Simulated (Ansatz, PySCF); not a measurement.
Pair of molecules: CH4 (SMILES C) (first 5 atoms) with CH3Br (SMILES CBr); geometry from B3LYP-D3(BJ)/def2-TZVP.
(charge 0, multiplicity 1):
```json
[
 {"atom": "C", "x (Å)": "0.0542", "y (Å)": "0.0564", "z (Å)": "0.1627"},
 {"atom": "H", "x (Å)": "-0.1256", "y (Å)": "-0.5714", "z (Å)": "1.0342"},
 {"atom": "H", "x (Å)": "-0.5792", "y (Å)": "0.9418", "z (Å)": "0.2129"},
 {"atom": "H", "x (Å)": "1.1014", "y (Å)": "0.3571", "z (Å)": "0.1370"},
 {"atom": "H", "x (Å)": "-0.1808", "y (Å)": "-0.5020", "z (Å)": "-0.7425"},
 {"atom": "C", "x (Å)": "0.5789", "y (Å)": "1.2241", "z (Å)": "3.7731"},
 {"atom": "Br", "x (Å)": "-0.0738", "y (Å)": "-0.5656", "z (Å)": "4.2224"},
 {"atom": "H", "x (Å)": "0.6147", "y (Å)": "1.2964", "z (Å)": "2.6921"},
 {"atom": "H", "x (Å)": "1.5660", "y (Å)": "1.3322", "z (Å)": "4.2087"},
 {"atom": "H", "x (Å)": "-0.1167", "y (Å)": "1.9420", "z (Å)": "4.1932"}
]
```

Interaction energies are E(AB) − E(A) − E(B) at the monomers' geometry in the complex; basis-set methods are counterpoise corrected.

Correlated levels freeze the cores. Filled d and f shells under p-block atoms count as core.

Codes used: Ansatz (Gaussian orbitals); PySCF for the dispersion terms. Values without a source in brackets are computed.

### Question
What is the computed interaction energy (r2SCAN-D3(BJ)/def2-TZVPPD)?

### Answer
-1.0 kcal/mol

Ansatz is a first-principles code.
